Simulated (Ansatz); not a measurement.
Isolated molecules relaxed with PBE0-D4/def2-TZVP in Ansatz; ΔE leaves out vibrations. CCSD(T)/CBS adds triple-zeta CCSD(T) − MP2 to the extrapolated MP2 energy (def2 sets, frozen cores). This one scheme is used for every species. DFT in def2-TZVPP. HSE06 is defined as in plane-wave codes. Elements past krypton have def2 core potentials. For I outer-core shells are correlated without core-valence functions, which leaves a few kJ/mol of doubt a bond. One conformer a species, not always the lowest.

`O[SiH](F)I` + H₂ → `F[SiH2]I` + H₂O  (hydrogenolysis of the Si–O bond)

| level | ΔE (kcal/mol) |
| --- | --- |
| BLYP-D4 | 23.7 |
| HSE06-D4 | 21.8 |
| ωB97M-V | 23.5 |
| PBE-QIDH | 22.5 |
| PBE | 21.2 |
| r2SCANh | 24.0 |
| BHLYP | 22.1 |
| CAM-B3LYP | 22.7 |

Task: What does CCSD(T)/CBS give? (An estimate is asked.)

Result: The calculation gave: +22.5 kcal/mol. The listed levels differ from it by 1.2, -0.7, 1.0, 0.0, -1.3, 1.5, -0.4, 0.2 kcal/mol.

Largest T1 diagnostic among the species: 0.010.

At CCSD(T), def2-SVP lies −2.9 kcal/mol from the extrapolated value and def2-TZVPP +0.0 kcal/mol. Leaving LDA and LC-ωPBE aside and taking each functional with its dispersion term where it has one, the values, not all of them listed here, spread over 2.8 kcal/mol, from HSE06-D4 to r2SCAN-D4. LDA lies +2.3 kcal/mol from PBE without D4.
